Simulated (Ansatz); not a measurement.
```yaml
crystal:
  periodic: [true, true, true]
  atoms:
    - {symbol: N, position_ang: [1.350409, 0.920583, -0.432657]}
    - {symbol: Zr, position_ang: [-0.478222, 0.108404, -0.383733]}
    - {symbol: N, position_ang: [-0.451676, -1.140360, 1.174751]}
    - {symbol: I, position_ang: [-0.877551, -1.282722, -2.704250]}
    - {symbol: I, position_ang: [-2.307326, 2.099328, 0.028931]}
    - {symbol: H, position_ang: [1.646753, 1.601641, -1.120920]}
    - {symbol: H, position_ang: [2.114218, 0.731337, 0.200775]}
    - {symbol: H, position_ang: [-0.239761, -2.129011, 1.125149]}
    - {symbol: H, position_ang: [-0.756845, -0.909200, 2.111945]}
basis:
  gaussian: {orbitals: def2-TZVP, point_charges: [{charge: 0.50, position_ang: [6.207, -0.610, 0.063]}]}
hamiltonian: {xc: {name: revPBE0}}
```

```sh
$ ansatz run in.yaml --threads 4 --pin off --events-out ev --progress --plain --max-ram 11315MiB
```

How does Ansatz answer? (Estimate.)

Ansatz gave: The program refused the input.
```
Error: YAML parse error: error: line 2 column 3: crystal: missing field `lattice` (a structure is typed as `lattice` and `atoms`, a molecule's as `atoms` in Å alone, or read from a run's directory, `checkpoint`)
 --> <input>:2:3
1 | crystal:
2 |   periodic: [true, true, true]
3 |   atoms:
4 |     - {symbol: N, position_ang: [1.350409, 0.920583, -0.432657]}
```
